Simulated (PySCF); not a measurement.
Method: PBE-D3(BJ)/def2-TZVP // B3LYP-D3(BJ)/def2-TZVP (PySCF 2.14.0). Gas-phase values, no solvent. Excitations are Tamm–Dancoff values on a coarser integration grid. The basis has no diffuse functions, so Rydberg states are missing or too high.

Reference species (SMILES): `NB(N)N` (neutral, multiplicity 1).

```json
{
 "S1 oscillator strength": "0.000",
 "HOMO–LUMO gap": "5.17 eV",
 "T1 excitation (TDA)": "5.05 eV"
}
```

Changed species: `[SiH3]B([SiH3])[SiH3]` (3 of 3 NH2 replaced by SiH3; the reference has 0 of 3 NH2 replaced by SiH3).

Question: Predict the effect on the S1 oscillator strength, HOMO–LUMO gap and T1 excitation (TDA).

Answer: the S1 oscillator strength hardly moves; the HOMO–LUMO gap drops by 2.40 eV, to 2.77 eV; the T1 excitation (TDA) decreases by 2.72 eV, to 2.33 eV.
